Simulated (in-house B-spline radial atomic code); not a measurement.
Radial electron density of Re2+, [Xe] 4f14 5d4 7f1. Method: Dirac-Hartree-Fock, average of configuration, Fermi nucleus of rms radius 5.3698 fm. Calculated with an all-electron radial atomic-structure program (B-spline basis).

Columns: r (bohr), 4πr²n(r) (electrons per bohr), bar.

```
0.000582    3.567 #
0.000754    5.378 ##
0.000978    8.052 ###
 0.00127    11.95 ####
 0.00165    17.51 ######
 0.00213    24.99 ########
 0.00277    35.25 ############
 0.00359    48.12 ################
 0.00465    63.32 #####################
 0.00603    79.66 ##########################
 0.00783     94.6 ###############################
  0.0101    104.4 ##################################
  0.0132    106.6 ###################################
  0.0171    101.2 #################################
  0.0221    94.93 ###############################
  0.0287    97.72 ################################
  0.0372    114.5 #####################################
  0.0483      134 ############################################
  0.0626    134.8 ############################################
  0.0812    115.7 ######################################
   0.105    107.2 ###################################
   0.137    122.9 ########################################
   0.177    120.4 #######################################
    0.23    83.08 ###########################
   0.298    65.86 #####################
   0.386    78.04 #########################
   0.501    68.32 ######################
    0.65    39.05 #############
   0.842    21.94 #######
    1.09    15.32 #####
    1.42    9.099 ###
    1.84    3.964 #
    2.38    1.312 
    3.09   0.3282 
    4.01  0.06889 
     5.2 0.005462 
    6.74  0.01881 
    8.74  0.04885 
    11.3 0.0005487 
    14.7  0.07327 
    19.1  0.08148 
    24.7  0.01255 
    32.1 0.0002515 
    41.6 4.932e-07 
    53.9 5.013e-11
```

On this grid the curve has 6 maxima, near 0.0132, 0.0626, 0.137, 0.386, 8.74, 19.1 bohr.

The 5d3/2 radial function P(r) = rR(r), positive near the nucleus, with its small component Q(r) (sign convention: Q ≈ (P' + κP/r)/2c):

| r (bohr) | P | Q |
| --- | --- | --- |
| 0.00603 | 0.0009387 | 0.001932 |
| 0.0101 | 0.003382 | 0.004617 |
| 0.0171 | 0.01221 | 0.01034 |
| 0.0287 | 0.0398 | 0.01986 |
| 0.0483 | 0.1103 | 0.03002 |
| 0.0812 | 0.2227 | 0.02854 |
| 0.137 | 0.2307 | 0.004925 |
| 0.23 | -0.09956 | -0.01719 |
| 0.386 | -0.393 | -0.006554 |
| 0.65 | 0.09624 | 0.009746 |
| 1.09 | 0.782 | 0.007688 |
| 1.84 | 0.7279 | 0.00133 |
| 3.09 | 0.2504 | -0.0003466 |
| 5.2 | 0.02125 | -6.897e-05 |
